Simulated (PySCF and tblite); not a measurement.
Results of a calculation; reference values are marked as such.
System: cyclobutanecarboxylic acid, C₅H₈O₂, numbered as in [O:1]=[C:2]([OH:3])[CH:4]1[CH2:5][CH2:6][CH2:7]1.

Motion: shift of H on O3 from O3 to O1. GFN2-xTB gives an electronic barrier of 33.9 kcal/mol and a reaction energy of 0.6 kcal/mol.

Tunnelling of the moving H, left out here, will speed the real process. In real samples such hydrogens mostly exchange between molecules or through solvent, far faster than by this path.

(1) What does PBE0/pcSseg-1 + D3(BJ) give on PBE0-D3(BJ)/def2-SVP geometries?

(2) And the level of the geometries itself, PBE0-D3(BJ)/def2-SVP?

Programs: tblite and PySCF.

Answers

(1) A barrier of 32.4 kcal/mol, 1.5 below the tight-binding barrier (from unrounded values), a reaction energy of 0.7 kcal/mol and, with GFN2-xTB thermal terms, ΔG‡(298 K) = 29.3 kcal/mol and k = 2.2×10⁻⁹ s⁻¹ (1 equivalent path).

(2) 32.5 kcal/mol.
